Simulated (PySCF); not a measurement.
PySCF input file for FH5SSi2, SMILES F[SiH2]S[SiH3], ωB97X-D3(BJ)/def2-SVP. 

```python
import numpy as np
from pyscf import gto, scf, dft
import os
os.environ['JAX_PLATFORMS'] = 'cpu'
from ase import Atoms, units
from ase.calculators.calculator import Calculator, all_changes
from sella import Sella

mol = gto.M(
    atom='''
    Si   -1.87996314    0.30170432   -0.12172148
    S    -0.12187819   -0.56720890   -1.01869163
    Si    1.48070098    0.17906324    0.17353219
    F     1.10452917    0.00240846    1.72800908
    H    -1.99220375   -0.18293037    1.24632828
    H    -1.73097374    1.75247689   -0.16098710
    H    -2.93567162   -0.18372600   -0.99255087
    H     1.64225346    1.61041418    0.01586316
    H     2.61555463   -0.67331400   -0.08701905
    ''',
    basis='def2-SVP',
    charge=0,
    spin=0,
    max_memory=1600,
    verbose=3,
)
mf = dft.RKS(mol, xc='wb97x-d3bj').density_fit(auxbasis='def2-universal-jkfit')
mf.grids.level = 3
mf.conv_tol = 1e-9
mf.max_cycle = 100
mf.kernel()
grad = mf.nuc_grad_method()
grad.grid_response = mol.nao <= 150
scan = grad.as_scanner()
scan.verbose = scan.base.verbose = 0
class SCF(Calculator):
    implemented_properties = ['energy', 'forces']
    def calculate(self, atoms=None, properties=None, system_changes=all_changes):
        super().calculate(atoms, properties, system_changes)
        e, g = scan(mol.set_geom_(self.atoms.positions, unit='Angstrom', inplace=False))
        assert scan.converged
        self.results = {'energy': float(e) * units.Hartree, 'forces': -np.asarray(g) * units.Hartree / units.Bohr}
atoms = Atoms(mol.elements, mol.atom_coords(unit='Angstrom'), calculator=SCF())
conv = Sella(atoms, order=0, internal=True, allow_fragments=True).run(fmax=0.002, steps=150)
mol_eq = mol.set_geom_(atoms.positions, unit='Angstrom', inplace=False)
print(mol_eq.tostring(format='xyz'))
mf.reset(mol_eq)
mf.verbose = 3
mf.kernel()
```

Program output:

```
converged SCF energy = -1079.80920140911
     Step          Energy         fmax         cmax       rtrust          rho
Sella   0   -29383.105012       1.1793       0.0000       0.1000       1.0000
Sella   1   -29383.204240       1.1793       0.0000       0.1000       1.3692
Sella   2   -29383.237890       0.6539       0.0000       0.1000       1.1545
Sella   3   -29383.245465       0.1779       0.0000       0.1000       1.2949
Sella   4   -29383.250723       0.0853       0.0000       0.1000       1.0599
Sella   5   -29383.252115       0.1697       0.0000       0.1000       1.2163
Sella   6   -29383.252712       0.1117       0.0000       0.1000       1.2522
Sella   7   -29383.252825       0.0391       0.0000       0.1000       0.4109
Sella   8   -29383.252953       0.0290       0.0000       0.1000       1.0157
Sella   9   -29383.252967       0.0184       0.0000       0.1000       1.4219
Sella  10   -29383.252975       0.0095       0.0000       0.1000       1.1628
Sella  11   -29383.252976       0.0024       0.0000       0.1000       1.3554
9
XYZ from PySCF
Si         -1.77914749        0.22296459       -0.08282414
S          -0.11233475       -0.82885290       -0.95049401
Si          1.39350363        0.19179850        0.13575512
F           0.97309046        0.21657371        1.71011674
H          -2.19600348       -0.40497455        1.19706501
H          -1.38521729        1.63960840        0.15397845
H          -2.88938992        0.15278340       -1.06833778
H           1.51697327        1.60780415       -0.28693094
H           2.66087337       -0.55881748       -0.02556587
converged SCF energy = -1079.81463896371
```

The calculation finished and met its thresholds.
